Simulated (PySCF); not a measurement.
C5H3Br, SMILES C#CC=C=CBr. Geometry optimised at TPSSh-D3(BJ)/def2-SVP. This is a generated structure with no PubChem entry under its InChIKey; it may be hypothetical.

Computed equilibrium geometry at TPSSh-D3(BJ)/def2-SVP (PySCF confirms it by a frequency run) as Cartesian coordinates in Å:
```xyz
9

C      3.8627    -0.8684     0.9939
C      2.9774    -0.0706     0.7492
C      1.9705     0.8912     0.4505
C      0.6710     0.6811     0.5968
C     -0.6104     0.4832     0.7263
Br    -1.6854    -0.2194    -0.6865
H      4.6359    -1.5805     1.2118
H      2.3075     1.8699     0.0796
H     -1.1804     0.6921     1.6347
```
